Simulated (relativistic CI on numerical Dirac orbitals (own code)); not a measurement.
**Fe⁴⁺ in a cubic cluster: 3s photoemission with charge transfer**

Computed with a charge-transfer multiplet model of a cubic metal-ligand cluster with up to 2 ligand holes, Slater and spin-orbit integrals from Dirac-Coulomb-Breit ions, Slater integrals scaled by 0.7. The parameters are those of a tetrahedral site (10Dq negative, t2 hopping the larger). The ground state mixes d4 with configurations of k ligand holes L, whose averages lie at kΔ + k(k − 1)U_dd/2; a core hole lowers each added d electron by U_cd. 20 K, Lorentzian 1.4 eV and Gaussian 0.8 eV FWHM.

Atomic integrals in eV (Slater integrals scaled, ζ unscaled), ground: F2dd 9.078, F4dd 5.706, zeta_d 0.064; with the core hole: F2dd 9.724, F4dd 6.140, zeta_d 0.072, G2cd 9.413.

Cluster parameters (eV): Δ = 0.5, U_dd = 6.4, 10Dq = -0.15, 10Dq(ligand) = 0, V(eg) = 1.9, V(t2g) = -3.23, final-state hopping factor = 1.

| Case | n_d | d4 | d5L | d6L2 | S |
| --- | --- | --- | --- | --- | --- |
| U_cd = 5.8 eV | 4.83 | 0.31 | 0.56 | 0.14 | 2.00 |
| U_cd = 7.6 eV | 4.83 | 0.31 | 0.56 | 0.14 | 2.00 |
| U_cd = 9.4 eV | 4.83 | 0.31 | 0.56 | 0.14 | 2.00 |

Weights, n_d and S are thermal averages at 20 K. Binding energies count from the first peak over 30 % of the highest in each spectrum, which can be another peak from case to case. The parameters are a model scan and need not match a compound or its usual spin state. Peaks in eV (height, largest 100):
- U_cd = 5.8 eV: 0.0 (100), 6.4 (22), 10.0 (49), 13.5 (10), 23.1 (6)
- U_cd = 7.6 eV: 0.0 (100), 5.9 (21), 9.8 (52), 13.5 (13), 17.0 (5), 23.4 (10)
- U_cd = 9.4 eV: 0.0 (100), 5.5 (20), 9.5 (52), 13.4 (15), 17.4 (9), 23.6 (12)

Curve for U_cd = 7.6 eV (points under 2 left out, the grid thinned):

(E (eV), Intensity): (-3.1, 6.3), (-2.5, 9.5), (-1.8, 17.5), (-1.2, 34.8), (-0.5, 79.6), (0.1, 98.5), (0.7, 62.1), (1.4, 26.6), (2.0, 15.0), (2.7, 9.8), (3.3, 8.1), (3.9, 8.1), (4.6, 10.7), (5.2, 16.6), (5.9, 21.4), (6.5, 18.3), (7.2, 16.3), (7.8, 17.1), (8.4, 20.8), (9.1, 37.4), (9.7, 52.4), (10.4, 37.1), (11.0, 20.3), (11.6, 13.1), (12.3, 10.0), (12.9, 10.9), (13.6, 12.4), (14.2, 9.0), (14.8, 5.5), (15.5, 4.0), (16.1, 4.1), (16.8, 4.9), (17.4, 4.6), (18.1, 3.3), (18.7, 2.5), (19.3, 2.1), (20.5, 2.0), (21.1, 2.3), (21.8, 3.1), (22.4, 5.1), (23.0, 8.6), (23.7, 8.6), (24.3, 5.3), (25.0, 3.0), (25.6, 2.1)

For the case U_cd = 7.6 eV, Δ = 0.5 eV is smaller than U_dd = 6.4 eV, the charge-transfer side of the Zaanen-Sawatzky-Allen scheme. With the core hole the configuration with one ligand hole lies at Δ − U_cd = -5.3, -7.1, -8.9 eV from the one without, in the order of the table; where this is negative the screened configuration lies lower, though the effective hopping of about 6.4 eV (from the holes of the mixed ground state) mixes the two strongly wherever it is as large as the gap.

With at most 2 ligand holes the space is cut while the next configuration still counts, so covalency is underestimated, and a final configuration with one more ligand hole, which can lie low, is missing from the spectra.

Without intra-shell correlation the exchange splitting of the 3s hole comes out too large.
